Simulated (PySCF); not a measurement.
Isomers of C4H11ClO2Si2.

All values: PBE0/pcSseg-1 (PySCF) at GFN2-xTB geometries, gas phase, one conformer each.

(1) Rank by HOMO–LUMO gap, lowest first.
A. `[CH3:1][CH2:2][O:3][C@@H:4]1[CH2:5][SiH2:6][O:7][Si@H:8]1[Cl:9]` with C1–C2–O3–C4 -171°, C2–O3–C4–C5 -71°, O3–C4–C5–Si6 -146°, C4–C5–Si6–O7 22°, C5–Si6–O7–Si8 -8°, Si6–O7–Si8–Cl9 -124°
B. `[CH3:1][O:2][SiH2:3]/[CH:4]=[C:5](/[O:6][CH3:7])[SiH2:8][Cl:9]` with C1–O2–Si3–C4 -176°, O2–Si3–C4–C5 4°, C4–C5–O6–C7 -1°, C4–C5–Si8–Cl9 69°
C. `[CH3:1][C@H:2]([Cl:3])/[C:4](=[CH:5]/[O:6][SiH3:7])[O:8][SiH3:9]` with C1–C2–C4–C5 15°, C4–C5–O6–Si7 1°, C2–C4–O8–Si9 -32°
D. `[SiH3:1][CH2:2][C@@H:3]1[CH2:4][O:5][CH2:6][Si@H:7]([Cl:8])[O:9]1` with Si1–C2–C3–C4 156°, C2–C3–C4–O5 179°, C3–C4–O5–C6 75°, C4–O5–C6–Si7 -58°, O5–C6–Si7–Cl8 149°

(2) Rank by the highest IAO charge on any atom, lowest value first.
A. `[CH3:1][C@H:2]([Cl:3])/[C:4](=[CH:5]/[O:6][SiH3:7])[O:8][SiH3:9]` with C1–C2–C4–C5 15°, C4–C5–O6–Si7 1°, C2–C4–O8–Si9 -32°
B. `[CH3:1][O:2][SiH2:3]/[CH:4]=[C:5](/[O:6][CH3:7])[SiH2:8][Cl:9]` with C1–O2–Si3–C4 -176°, O2–Si3–C4–C5 4°, C4–C5–O6–C7 -1°, C4–C5–Si8–Cl9 69°
C. `[CH3:1][CH2:2][O:3][C@@H:4]1[CH2:5][SiH2:6][O:7][Si@H:8]1[Cl:9]` with C1–C2–O3–C4 -171°, C2–O3–C4–C5 -71°, O3–C4–C5–Si6 -146°, C4–C5–Si6–O7 22°, C5–Si6–O7–Si8 -8°, Si6–O7–Si8–Cl9 -124°

(3) Rank by the lowest IAO charge on any atom, lowest value first.
A. `[CH3:1][O:2][SiH2:3]/[CH:4]=[C:5](/[O:6][CH3:7])[SiH2:8][Cl:9]` with C1–O2–Si3–C4 -176°, O2–Si3–C4–C5 4°, C4–C5–O6–C7 -1°, C4–C5–Si8–Cl9 69°
B. `[CH3:1][C@H:2]([Cl:3])/[C:4](=[CH:5]/[O:6][SiH3:7])[O:8][SiH3:9]` with C1–C2–C4–C5 15°, C4–C5–O6–Si7 1°, C2–C4–O8–Si9 -32°
C. `[CH3:1][CH2:2][O:3][C@@H:4]1[CH2:5][SiH2:6][O:7][Si@H:8]1[Cl:9]` with C1–C2–O3–C4 -171°, C2–O3–C4–C5 -71°, O3–C4–C5–Si6 -146°, C4–C5–Si6–O7 22°, C5–Si6–O7–Si8 -8°, Si6–O7–Si8–Cl9 -124°
D. `[SiH3:1][CH2:2][C@@H:3]1[CH2:4][O:5][CH2:6][Si@H:7]([Cl:8])[O:9]1` with Si1–C2–C3–C4 156°, C2–C3–C4–O5 179°, C3–C4–O5–C6 75°, C4–O5–C6–Si7 -58°, O5–C6–Si7–Cl8 149°

Results:

(1) C (6.19 eV), B (6.49 eV), D (7.53 eV), A (7.70 eV).

(2) A (+0.869 e), B (+1.019 e), C (+1.141 e).

(3) C (-0.892 e), D (-0.655 e), A (-0.636 e), B (-0.592 e).

All values together:

```csv
SMILES,μ (D),HOMO (eV),LUMO (eV),lowest IAO charge (e),highest IAO charge (e),lowest Hirshfeld charge (e),highest Hirshfeld charge (e)
[SiH3]C[C@@H]1COC[Si@H](Cl)O1,1.65,-7.13,0.40,-0.655 (O),+1.136 (Si),-0.206 (O),+0.406 (Si)
CO[SiH2]/C=C(/OC)[SiH2]Cl,2.41,-7.01,-0.52,-0.636 (O),+1.019 (Si),-0.196 (O/C),+0.389 (Si)
C[C@H](Cl)/C(=C/O[SiH3])O[SiH3],1.62,-6.40,-0.21,-0.592 (O),+0.869 (Si),-0.194 (O),+0.369 (Si)
CCO[C@@H]1C[SiH2]O[Si@H]1Cl,3.15,-7.52,0.18,-0.892 (O),+1.141 (Si),-0.319 (O),+0.417 (Si)
```

Conformers: `[SiH3:1][CH2:2][C@@H:3]1[CH2:4][O:5][CH2:6][Si@H:7]([Cl:8])[O:9]1` with Si1–C2–C3–C4 156°, C2–C3–C4–O5 179°, C3–C4–O5–C6 75°, C4–O5–C6–Si7 -58°, O5–C6–Si7–Cl8 149°; `[CH3:1][O:2][SiH2:3]/[CH:4]=[C:5](/[O:6][CH3:7])[SiH2:8][Cl:9]` with C1–O2–Si3–C4 -176°, O2–Si3–C4–C5 4°, C4–C5–O6–C7 -1°, C4–C5–Si8–Cl9 69°; `[CH3:1][C@H:2]([Cl:3])/[C:4](=[CH:5]/[O:6][SiH3:7])[O:8][SiH3:9]` with C1–C2–C4–C5 15°, C4–C5–O6–Si7 1°, C2–C4–O8–Si9 -32°; `[CH3:1][CH2:2][O:3][C@@H:4]1[CH2:5][SiH2:6][O:7][Si@H:8]1[Cl:9]` with C1–C2–O3–C4 -171°, C2–O3–C4–C5 -71°, O3–C4–C5–Si6 -146°, C4–C5–Si6–O7 22°, C5–Si6–O7–Si8 -8°, Si6–O7–Si8–Cl9 -124°.
